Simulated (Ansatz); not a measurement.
Consider the redistribution: `[CH3][Ti]([F])([F])[F]` + `[F][Sc]([Cl])[O][SiH3]` → `[F][Ti]([F])([F])[F]` + `[CH3][Sc]([Cl])[O][SiH3]`.

Calculated with Ansatz (gas phase, PBE0-D4/def2-TZVP geometries, no zero-point term in ΔE). CCSD(T)/CBS is the MP2 limit (def2-TZVPP, def2-QZVPP) plus CCSD(T) − MP2 in def2-TZVPP, frozen cores. DFT in def2-TZVPP. B3LYP here is the variant with VWN-RPA as its local correlation; programs differ in this. For Sc, Ti outer-core shells are correlated without core-valence functions, which leaves a few kJ/mol of doubt a bond. Scalar relativity is left out up to krypton. Each species was taken in one conformer, which may not be the lowest.

`[CH3][Ti]([F])([F])[F]`:

Z-matrix (Å, degrees):
```
C
Ti 1 2.036
H 1 1.094 2 109.1
H 1 1.094 2 109.1 3 120.0
H 1 1.094 2 109.1 3 -120.0
F 2 1.750 1 105.8 3 179.9
F 2 1.750 1 105.8 3 -60.1
F 2 1.750 1 105.8 3 59.9
```

`[F][Sc]([Cl])[O][SiH3]`:

Cartesian coordinates in Å:
```
F 2.008 0.948 2.347
Sc 0.740 -0.234 1.755
Cl 0.023 -1.987 3.069
O 0.041 0.022 0.048
Si -0.565 0.258 -1.457
H -0.824 1.706 -1.675
H -1.837 -0.492 -1.618
H 0.414 -0.219 -2.469
```

`[F][Ti]([F])([F])[F]`:

Z-matrix (Å, degrees):
```
Ti
F 1 1.739
F 1 1.739 2 109.5
F 1 1.739 2 109.5 3 -120.0
F 1 1.740 2 109.5 3 120.0
```

`[CH3][Sc]([Cl])[O][SiH3]`:

Cartesian coordinates in Å:
```
C -0.963 2.157 -0.350
Sc -0.947 0.309 0.774
Cl -2.544 -0.026 2.416
O 0.359 -0.917 0.241
Si 1.490 -2.002 -0.230
H -1.448 2.013 -1.326
H -1.519 2.947 0.169
H 0.045 2.535 -0.558
H 2.784 -1.312 -0.480
H 1.052 -2.675 -1.482
H 1.690 -3.030 0.825
```

(1) Is it downhill or uphill in electronic energy at CCSD(T)/CBS, and by how much? (Estimate.)

(2) What do these levels give: r2SCAN-D4, B97M-V, ωB97X-V, B2PLYP, B3LYP, MP2/CBS(def2)? (Best estimate.)

Largest T1 diagnostic among the species: 0.023, so the coupled-cluster value is less sure than usual.

Answers

(1) Ansatz gave: Uphill: ΔE = +64.3 kJ/mol.

(2) Ansatz gave: r2SCAN-D4 54.9, B97M-V 55.6, ωB97X-V 59.4, B2PLYP 59.3, B3LYP 61.5, MP2/CBS(def2) 64.4 kJ/mol.

In def2-TZVPP, CCSD(T) changes the Hartree–Fock value by −4.5 kJ/mol (the triples alone add −4.0 kJ/mol) and MP2 by −4.3 kJ/mol. Leaving LDA and LC-ωPBE aside and taking each functional with its dispersion term where it has one, the values, not all of them listed here, spread over 13.1 kJ/mol, from revPBE-D4 to BHLYP-D4. At CCSD(T), def2-SVP lies −5.0 kJ/mol from the extrapolated value and def2-TZVPP −4.9 kJ/mol.
